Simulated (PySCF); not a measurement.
Simulation results for AlBH3N2, AlBH3N

Computed with PySCF 2.14.0. Calculation on a computer-drawn molecule: the log of a Hartree-Fock and frozen-core CCSD(T) single point meant for a local Hartree-Fock minimum, with one planted fault or none, to be diagnosed. Offsets are logged minus clean, where the clean run is the same molecule without the fault. The reference is restricted for singlets and unrestricted otherwise, and also for a bond in bohr or an excited solution. Adding or removing an electron swaps singlet and doublet. The excited solution moves the top pair (singlet) or top alpha electron (doublet) to the lowest empty orbital. Highest occupied and lowest empty are orbital energies over both spins, largest force is the largest gradient component, triples share is (T) over the correlation energy, the T1 limit is 0.02 restricted and 0.045 unrestricted, electrons count all cores, a negative frequency is imaginary (commonest isotopes), and the dipole is about the centre of nuclear charge.

Common to all runs: meant multiplicity 1; meant basis cc-pV(D+d)Z; logged SCF converged yes; logged CC converged yes; logged SCF stable within its kind yes; possible faults no fault, one electron removed, one electron added, multiplicity raised by two, geometry at a saddle point, SCF held on an excited solution, minimal basis STO-3G, one bond length entered in bohr, all coordinates scaled.

(1) AlBH3N2

Logged structure:
```xyz
7
AlBH3N2
N     -1.9071     1.2092    -2.3070
B     -1.5824     0.6175    -1.2958
Al    -1.0355    -0.3789     0.4074
N     -0.5791    -1.2106     1.8287
H     -2.1721     1.6921    -3.1323
H      0.2345    -1.0080     2.3878
H     -1.0810    -1.9813     2.2407
```

- meant charge: 1
- logged electrons: 33
- logged basis functions: 80
- logged spin squared: 0.7919
- logged highest occupied: -20.086 eV
- logged lowest empty: -13.136 eV
- logged largest force: 0.093343 hartree/bohr
- logged T1 diagnostic: 0.034379
- logged D1 diagnostic: 0.16037
- logged triples share: 0.036421
- logged dipole magnitude: 10.181 debye
- logged energy HF: -376.50023 hartree
- logged energy CCSD(T): -376.95935 hartree
- planted fault: one electron removed
- HF energy offset from clean run: 339 kcal/mol
- CCSD(T) energy offset from clean run: 364.6 kcal/mol

Drawn bonds:
```
atom  other atom  order
   1           2      2
   2           3      1
   3           4      1
   1           5      1
   4           6      1
   4           7      1
```

(2) AlBH3N2

Structure as in entry 1.

- meant charge: 1
- logged electrons: 34
- logged basis functions: 27
- logged spin squared: 0
- logged highest occupied: -14.578 eV
- logged lowest empty: 0.63521 eV
- logged largest force: 0.070577 hartree/bohr
- logged T1 diagnostic: 0.024145
- logged D1 diagnostic: 0.078044
- logged triples share: 0.030625
- logged dipole magnitude: 2.1947 debye
- logged energy HF: -372.49205 hartree
- logged energy CCSD(T): -372.72739 hartree
- planted fault: minimal basis STO-3G
- HF energy offset from clean run: 2854 kcal/mol
- CCSD(T) energy offset from clean run: 3020 kcal/mol

Drawn bonds:
```
atom  other atom  order
   1           2      2
   2           3      1
   3           4      1
   1           5      1
   4           6      1
   4           7      1
```

Notes: T1 above single-reference limit.

(3) AlBH3N

Logged structure:
```xyz
6
AlBH3N
N      2.1112     1.4236    -0.4067
B      0.9861     1.0002    -0.6784
Al    -0.9470     0.2727    -1.1449
H      3.0112     1.7623    -0.1894
H     -1.2146    -0.4099    -2.5418
H     -2.1154     0.4146    -0.0943
```

- meant charge: 0
- logged electrons: 28
- logged basis functions: 22
- logged spin squared: 0
- logged highest occupied: -8.635 eV
- logged lowest empty: 7.7701 eV
- logged largest force: 0.090994 hartree/bohr
- logged T1 diagnostic: 0.020206
- logged D1 diagnostic: 0.052377
- logged triples share: 0.032801
- logged dipole magnitude: 0.44678 debye
- logged energy HF: -318.85015 hartree
- logged energy CCSD(T): -319.03117 hartree
- planted fault: minimal basis STO-3G
- HF energy offset from clean run: 2477 kcal/mol
- CCSD(T) energy offset from clean run: 2583 kcal/mol

Drawn bonds:
```
atom  other atom  order
   1           2      2
   2           3      1
   1           4      1
   3           5      1
   3           6      1
```

Notes: T1 above single-reference limit.
